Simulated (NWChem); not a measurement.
# MgHSF; SMILES [F][Mg][SH]

```xyz
4

Mg     0.0229    -0.6195     0.0000
F      0.0112    -2.3577     0.0000
S      0.0574     1.6800     0.0000
H     -1.2940     1.7736     0.0000
```
Atoms are numbered in this order, from 1.

All runs: NWChem. Pople sets run with spherical d functions. The geometry was optimised at B3LYP/6-31G* (spherical d). Level SCAN/6-31G*: energy and gradient on several grids; changes count from the extra-fine grid, which is no exact limit either.

```tsv
grid	size of the energy change (μHa)	largest change of a gradient component (μHa/bohr)
xcoarse	6000	4000
coarse	4000	600
medium	3000	600
fine	1000	100
xfine	< 10	< 30
```
